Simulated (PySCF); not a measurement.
Electronic absorption of C3H7B2F3

C3H7B2F3.
Z-matrix (Å and degrees, PBE0-D3(BJ)/def2-SVP geometry), rows numbered from 1:
```
B 
C   1  1.5554
B   2  1.5598  1  107.02
C   3  1.5737  2  120.86  1  -116.48
C   4  1.5001  3  115.59  2   166.67
F   5  1.3408  4  111.22  3   -59.54
F   5  1.3395  4  112.23  3  -179.39
F   5  1.3375  4  111.64  3    60.34
H   1  1.2099  2  121.25  3   111.28
H   1  1.2093  2  120.05  3   -66.99
H   2  1.0984  1  114.59  3  -127.63
H   2  1.1095  1  104.69  3   108.90
H   3  1.2090  2  119.33  1    64.08
H   4  1.1021  3  111.10  2    41.77
H   4  1.1054  3  107.04  2   -72.89
```

Computed with TDDFT CAM-B3LYP/def2-SVPD, vertical, gas phase, core orbitals frozen in the response (PySCF 2.14.0, density-fitted response routines).

**Question.** What does the calculation give for the low-lying excited states?

**Answer.** 

```json
{"state": "S1", "λ (nm)": "220.5", "E (eV)": "5.62", "f": "0.0047", "|μ| (D)": "0.47", "main configurations (H = HOMO, L = LUMO)": "H→L (87%)"}
{"state": "S2", "λ (nm)": "210.4", "E (eV)": "5.89", "f": "0.018", "|μ| (D)": "0.89", "main configurations (H = HOMO, L = LUMO)": "H-1→L (84%)"}
{"state": "S3", "λ (nm)": "203.2", "E (eV)": "6.10", "f": "0.0007", "|μ| (D)": "0.17", "main configurations (H = HOMO, L = LUMO)": "H-2→L (72%), H→L+1 (11%)"}
{"state": "S4", "λ (nm)": "183.0", "E (eV)": "6.77", "f": "0.0041", "|μ| (D)": "0.40", "main configurations (H = HOMO, L = LUMO)": "H-3→L (62%), H-1→L+1 (24%)"}
{"state": "S5", "λ (nm)": "162.4", "E (eV)": "7.63", "f": "0.0070", "|μ| (D)": "0.49", "main configurations (H = HOMO, L = LUMO)": "H→L+1 (47%), H-3→L (20%), H-1→L+1 (19%)"}
{"state": "S6", "λ (nm)": "157.8", "E (eV)": "7.86", "f": "0.0024", "|μ| (D)": "0.28", "main configurations (H = HOMO, L = LUMO)": "H-1→L+1 (46%), H→L+1 (28%), H-2→L (10%)"}
{"state": "S7", "λ (nm)": "154.4", "E (eV)": "8.03", "f": "0.0059", "|μ| (D)": "0.44", "main configurations (H = HOMO, L = LUMO)": "H-2→L+1 (74%)"}
{"state": "S8", "λ (nm)": "142.7", "E (eV)": "8.69", "f": "0.046", "|μ| (D)": "1.18", "main configurations (H = HOMO, L = LUMO)": "H-4→L (56%), H→L+2 (10%), H-4→L+1 (9%)"}
{"state": "S9", "λ (nm)": "140.6", "E (eV)": "8.82", "f": "0.061", "|μ| (D)": "1.35", "main configurations (H = HOMO, L = LUMO)": "H-3→L+1 (35%), H→L+2 (23%), H-4→L (18%)"}
{"state": "S10", "λ (nm)": "139.3", "E (eV)": "8.90", "f": "0.086", "|μ| (D)": "1.60", "main configurations (H = HOMO, L = LUMO)": "H→L+2 (48%), H-3→L+1 (20%), H-1→L+2 (11%)"}
```

Triplets (Tamm–Dancoff): T1 5.00 eV, H→L (79%); T2 5.27 eV, H-1→L (74%), H-2→L (13%); T3 5.55 eV, H-2→L (56%), H→L+1 (11%), H-1→L (11%); T4 6.19 eV, H-3→L (68%), H-1→L+1 (19%).

The lowest singlet lies at 5.62 eV (221 nm, ultraviolet) and is very weak; its leading configuration is HOMO→LUMO (87%). The most intense listed level is S10 at 8.90 eV (139 nm, f = 0.086), 3.28 eV above S1. It is the last of those listed, so stronger ones may follow. Löwdin shares by element: HOMO boron 36%, carbon 19% or more, hydrogen 16% or more (atoms not listed hold the other 29%); LUMO boron 54%, carbon 16% or more, hydrogen 6% or more (atoms not listed hold the other 24%). Orbital energies (eV): HOMO-3 -11.88, HOMO-2 -11.22, HOMO-1 -10.92, HOMO -10.70, LUMO -1.00, LUMO+1 0.44, LUMO+2 0.99. The oscillator strengths of these states sum to 0.235; summed over the whole spectrum of an exact calculation they would give the number of electrons, 62 (Thomas–Reiche–Kuhn). Of the 10 states listed, 4 reach f = 0.01 and none stays under 0.0005. The vertical ionisation energy (ΔSCF) is 11.66 eV, 2.75 eV above S10. Singlets were solved by full linear response, triplets in the Tamm–Dancoff approximation.

One conformer stands for the species.
